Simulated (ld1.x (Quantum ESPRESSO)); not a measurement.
An all-electron radial function and its pseudo partner (mercury (Hg))

Columns: radius, all-electron u(r) and pseudo u(r) of the 6p shell (level -1.19 eV) of mercury in the configuration [Xe] 4f14 5d10 6s2 6p0; LDA (PZ), scalar-relativistic, RRKJ scheme, ld1.x (Quantum ESPRESSO) 7.5.

```csv
r (bohr),all-electron,pseudo
0.115,-0.0762,0.0011
0.230,0.0389,0.0043
0.345,0.1185,0.0097
0.460,0.0356,0.0172
0.575,-0.0835,0.0271
0.690,-0.1654,0.0394
0.805,-0.1943,0.0542
0.920,-0.1791,0.0718
1.035,-0.1345,0.0921
1.150,-0.0736,0.1155
1.265,-0.0058,0.1417
1.380,0.0625,0.1707
1.495,0.1277,0.2020
1.610,0.1879,0.2352
1.725,0.2421,0.2695
1.840,0.2900,0.3041
1.955,0.3318,0.3378
2.070,0.3679,0.3697
2.185,0.3986,0.3989
2.300,0.4245,0.4245
2.415,0.4460,0.4460
2.530,0.4635,0.4635
2.645,0.4775,0.4775
2.760,0.4884,0.4884
2.875,0.4965,0.4965
2.990,0.5021,0.5021
```

Problem. How many radial nodes do the two functions have?

Solution. The all-electron 6p function has n − l − 1 = 4 (the table is too coarse to show those close to the nucleus); the pseudo-wave has 0, since the states of the same l below it are removed with the core.

Problem. At about which radius was the pseudo-wave matched?

Solution. 2.30 bohr, where the columns begin to agree (steps of 0.12 bohr).

Problem. Is the pseudo-wave norm-conserving?

Solution. Yes: the RRKJ scheme keeps the norm inside the radius equal to the all-electron one, which fixes the energy derivative of the logarithmic derivative at the level.
